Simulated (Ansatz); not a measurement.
Total energies of GeEtBr3 (C₂H₅Br₃Ge) from Ansatz at PBE0-D4/def2-TZVP, gas phase (1 Eh = 27.2114 eV = 2625.5 kJ/mol). The reference geometry is relaxed at PBE-D4/def2-SVP.

| state | geometry | energy (Eh) |
| --- | --- | --- |
| charge 0 singlet | reference | -9877.63789 |
| charge 1 doublet | reference | -9877.26501 |
| charge 1 doublet | relaxed at PBE-D4/def2-SVP | -9877.27911 |
| free Ge atom (triplet) | – | -2076.65516 |
| free C atom (triplet) | – | -37.80537 |
| free H atom (doublet) | – | -0.50104 |
| free Br atom (doublet) | – | -2573.81189 |

(1) Work out the vertical ionisation energy to the doublet.

(2) How much does the charge 1 doublet relax, and what is the adiabatic ionisation energy?

(3) What is the binding energy per atom against free atoms?

(1) E(charge 1 doublet) − E(charge 0 singlet) = -9877.26501 − (-9877.63789) = 0.37288 Eh = 10.15 eV. For comparison, −ε of the highest occupied level is 8.39 eV at this level, 1.76 eV less.

(2) Relaxation: -9877.26501 − (-9877.27911) = 0.01410 Eh = 0.38 eV. Adiabatic ionisation energy: 0.35878 Eh = 9.76 eV, without zero-point energy. 

(3) Atoms: 1 × (-2076.65516) + 2 × (-37.80537) + 5 × (-0.50104) + 3 × (-2573.81189) = -9876.20677 Eh. Binding: -9876.20677 − (-9877.63789) = 1.43112 Eh = 38.94 eV, or 3.54 eV for each of 11 atoms (no zero-point energy, no counterpoise term).
